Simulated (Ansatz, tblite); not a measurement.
Cost and result up the ladder for the cluster SnGe₅ (6 atoms). The state is a singlet with charge 0. Geometry: r2SCAN-D4/def2-SVP.

```
atom   x (Å)   y (Å)   z (Å)
 Ge1  -1.167  -0.315   0.823
 Ge2   1.138   0.219  -0.892
 Ge3   0.488   1.594   1.152
 Ge4   1.212  -1.056   1.299
 Ge5  -1.114   1.371  -1.071
 Sn6  -0.556  -1.813  -1.311
```

Ansatz on 4 threads of Intel Xeon on a shared host; xTB runs through tblite on one thread. Times are rough, summed over both states, and most runs start from the orbitals of an earlier one. No level here is sound enough to serve as a yardstick. The other state is a triplet.

In the def2 sets Sn takes a core potential; there is no spin–orbit coupling. The xTB rows come from tblite. The structure comes from a short search, and lower isomers may exist.

xTB has no spin-polarisation term.

| level | functions | wall time | vertical triplet (eV) | remarks |
| --- | --- | --- | --- | --- |
| GFN1-xTB | 54 | 0.064 s | 1.08 | – |
| GFN2-xTB | 54 | 0.33 s | 1.72 | – |
| PBE-D4/def2-SVP | 186 | 16 s | 2.02 | restricted SCF unstable in HF (singlet) |
| PBE0-D4/def2-SVP | 186 | 45 s | 2.03 | restricted SCF unstable in HF (singlet) |
